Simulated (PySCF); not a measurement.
Radial density of Pb⁵⁴⁺ (lead, charge +54)

BLYP, [Ar] 3d10, closed-shell 1S. Computed with PySCF 2.14 in an even-tempered Gaussian basis (17 s from 14 bohr⁻², ratio 2.5; 13 p from 18 bohr⁻², ratio 2.5; 7 d from 18 bohr⁻², ratio 2.5; 4 f from 74 bohr⁻², ratio 2.7; 3 g from 110 bohr⁻², ratio 2.7), with the spin-free X2C one-electron Hamiltonian (Gaussian nucleus).

```json
{"r (bohr)": "0.0144", "4πr²ρ (e/bohr)": "108.5"}
{"r (bohr)": "0.0242", "4πr²ρ (e/bohr)": "101.6"}
{"r (bohr)": "0.0407", "4πr²ρ (e/bohr)": "143.3"}
{"r (bohr)": "0.0684", "4πr²ρ (e/bohr)": "129.5"}
{"r (bohr)": "0.115", "4πr²ρ (e/bohr)": "118.8"}
{"r (bohr)": "0.194", "4πr²ρ (e/bohr)": "89.97"}
{"r (bohr)": "0.326", "4πr²ρ (e/bohr)": "6.549"}
{"r (bohr)": "0.548", "4πr²ρ (e/bohr)": "0.02265"}
```

Densities and radii are taken from the X2C orbitals without a picture-change correction, which distorts them close to the nucleus.

Spin-orbit coupling, which splits the p, d and f shells strongly at this Z, is absent.
